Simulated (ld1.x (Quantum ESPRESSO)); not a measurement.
Varying the PAW potential for chromium (Cr)

Base potential:

```
Element                 : chromium (Cr)
Generator               : ld1.x (Quantum ESPRESSO) 7.5
Type                    : PAW
Functional              : PW91
Relativity              : fully relativistic
Frozen core             : [Ne] 3s2
Valence charge          : 12
Reference configuration : 3p6 3d5 4s0 4p1
Partial waves           : 4s (bound, empty): rcut 2.00, rcutus 2.15 bohr; 4s channel at 1.85 Ry: rcut 2.00, rcutus 2.15 bohr; 3p (bound): rcut 1.35, rcutus 1.45 bohr; 4p (bound): rcut 1.35, rcutus 1.45 bohr; 3d (bound): rcut 1.50, rcutus 1.95 bohr; 3d channel at 0.15 Ry: rcut 1.50, rcutus 1.95 bohr
Local potential         : all-electron potential smoothed inside 1.70 bohr (lloc = -1)
Core correction         : a·sin(br)/r model core, default radius (ld1.x builds one for every PAW set, though the input has nlcc=.false.)
Augmentation charge     : BESSEL, radius 1.50 bohr
```

Open shells are filled in proportion to 2j + 1 (rel_dist='average').

All-electron outer shells of the reference configuration (PW91, scalar-relativistic, ld1.x):

```tsv
shell	level (eV)	outermost node (bohr)	outermost maximum (bohr)
2p	-562.29	–	0.20
3s	-75.38	0.36	0.78
3p	-46.89	0.33	0.80
4s	-4.99	1.12	2.68
3d	-4.33	–	0.84
4p	-1.74	1.24	3.80
```

Cutoffs, loose and tight: the cutoffs (Ry, on a coarse ladder) from which the occupation-weighted sum of valence levels, in a spherical-Bessel basis at the reference potential, stays within 10 and 1 mRy of its value at 400 Ry. They do not see the model core or the augmentation charge, which bear on the density cutoff. Test errors are all-electron minus pseudo excitation energies from the reference, over the configurations 3p6 3d5 4s1 4p0; 3p6 3d5 4s0 4p0; 3p6 3d4 4s0 4p0; 3p6 3d5.5 4s0.5 4p0; 3p6 3d3 4s0 4p0; 3p6 3d4 4s2 4p0; 3p5 3d5 4s1 4p0. A dash means not determined; rows that change the core or the reference have their own tests. The largest error is taken over the tests solved by every variant that gives reliable tests at all: 3p6 3d3 4s0 4p0; 3p6 3d4 4s0 4p0; 3p6 3d5 4s0 4p0.

Cutoffs are not given where the Bessel-basis levels miss the radial ones by over 6 mRy, ghosts where they miss by over 20 mRy; a channel whose overlap is not positive is not tested.

The default core radius of the base comes out at 0.46 bohr.

| change | outcome | bound ghosts | largest test error (meV) |
| --- | --- | --- | --- |
| base | generated | not determined | -158 |
| core correction a·sin(br)/r model core inside 0.60 bohr | generated | not determined | -128 |
| core correction a·sin(br)/r model core inside 0.80 bohr | generated | not determined | -128 |
| core correction a·sin(br)/r model core inside 0.88 bohr | generated | not determined | -128 |
| core correction a·sin(br)/r model core inside 1.06 bohr | generated | not determined | -128 |
| core correction a·sin(br)/r model core inside 1.26 bohr | generated | not determined | -128 |
| core correction a·sin(br)/r model core inside 1.38 bohr | generated | not determined | -128 |
| core correction a·sin(br)/r model core inside 1.58 bohr | generated | not determined | -129 |
| core correction a·sin(br)/r model core inside 1.74 bohr | generated | not determined | -133 |
